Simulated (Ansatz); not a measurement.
Cartesian coordinates in Å:
```
S -0.033 1.801 0.665
Ga 0.036 -0.393 0.782
S 0.015 -1.607 -1.050
H -0.076 1.850 -0.676
H 0.100 -1.090 2.169
H -0.042 -0.561 -1.890
```

Total charge 0; spin multiplicity 1.

Question: List the r2SCAN/def2-TZVPP orbital energies in eV (Ansatz 0.2.0). (An estimate is asked.)

Answer: Ansatz gave: Occupied: -10122.94, -2409.34, -2409.34, -1245.12, -1101.55, -1101.47, -1101.45, -213.77, -213.77, -157.84, -157.84, -157.75, -157.75, -157.66, -157.66, -148.72, -101.63, -101.43, -101.36, -21.33, -21.21, -21.13, -21.09, -21.07, -18.97, -18.49, -11.96, -10.67, -9.95, -8.28, -7.73, -7.29, -6.69. Lowest empty: -1.72, -1.10, -0.37, 0.15, 1.84, 1.88, 3.62, 3.92.
